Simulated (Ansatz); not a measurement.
`C#C[SiH](O)F` + H₂ → `C#C[SiH2]O` + H–F at 400 K and 1 bar (hydrogenolysis of the Si–F bond).

Program: Ansatz. Geometries: PBE0-D4/def2-TZVP. ΔE: electronic, gas phase. CBS: MP2 limit from def2 TZ/QZ plus the TZ coupled-cluster correction, frozen cores. This one scheme is used for every species. Each species was taken in one conformer, which may not be the lowest.

```tsv
species	CCSD(T)/CBS energy (Eh)	H − E (kJ/mol)	S (J/(mol·K))
`C#C[SiH](O)F`	-542.02392	149.5	358.0
H₂	-1.17544	38.0	139.0
`C#C[SiH2]O`	-442.75166	159.5	337.5
H–F	-100.39570	36.5	182.2
```

H − E and S are ideal-gas, rigid-rotor, harmonic terms from PBE0-D4/def2-TZVP, for one conformer and one mirror image of each species. The MP2-based limit puts H₂ 0.8 mEh under its directly extrapolated value; such offsets cancel only in part. 1 Eh = 2625.50 kJ/mol, R = 8.31446 J/(mol·K).

Task: By hand: ΔE, ΔH, ΔS and ΔG.

Result: ΔE = (-442.75166) + (-100.39570) − (-542.02392) − (-1.17544) = 0.05200 Eh = 136.5 kJ/mol. Δ(H − E) = 159.5 + 36.5 − 149.5 − 38.0 = 8.5, so ΔH = 145.0 kJ/mol. ΔS = 337.5 + 182.2 − 358.0 − 139.0 = 22.7 J/(mol·K). ΔG = 145.0 − 400 × (22.7)/1000 = 135.9 kJ/mol.

Task: By hand: the equilibrium constant, and the temperature at which ΔG would vanish if ΔH and ΔS stayed fixed.

Result: log₁₀ K = −ΔG/(RT ln 10) = -17.7. ΔG = 0 at ΔH/ΔS = 6388 K, far beyond where these terms or the molecules hold.

ΔH outweighs TΔS. A doubt of 5 kJ/mol in ΔE shifts log₁₀ K by 0.7 here. Other conformers and mirror images would add mixing entropy, several J/(mol·K) or more a flexible species. These are equilibria of isolated gas molecules and say nothing of rates. Largest T1 diagnostic: 0.013 (customary marks: 0.02 for closed shells, 0.045 for open ones).
